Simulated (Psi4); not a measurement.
Interaction energy of BF3 ··· O2S (SMILES FB(F)F and O=S=O). Monomers: optimised at B3LYP-D3(BJ) (def2-TZVP), held rigid. Orientation: lowest of the rigid-body minima from ten starts at GFN2-xTB (searched outside a hard wall at short contacts). R is the distance of the centres of mass, along which the second monomer moves. The shortest distances reach bonding range, where SAPT0 and rigid monomers are unreliable.

Calculation: SAPT0/jun-cc-pVDZ, frozen core (Psi4 1.11).

Components in kJ/mol:

```tsv
R / Å	electrostatics	exchange	induction	dispersion	total
2.53	-426.20	946.02	-224.60	-75.82	219.40
2.78	-213.94	437.62	-102.94	-45.07	75.67
2.95	-134.50	254.17	-58.66	-31.85	29.15
3.16	-77.65	127.83	-28.84	-20.94	0.39
3.34	-50.12	70.18	-15.73	-14.74	-10.42
3.52	-33.63	38.25	-8.73	-10.46	-14.57
3.85	-17.94	12.35	-3.21	-5.71	-14.51
4.19	-10.54	3.72	-1.28	-3.17	-11.27
4.69	-5.57	0.58	-0.39	-1.43	-6.80
5.37	-2.74	0.04	-0.11	-0.56	-3.36
6.33	-1.20	0.00	-0.03	-0.19	-1.41
7.69	-0.46	0.00	-0.01	-0.05	-0.52
```
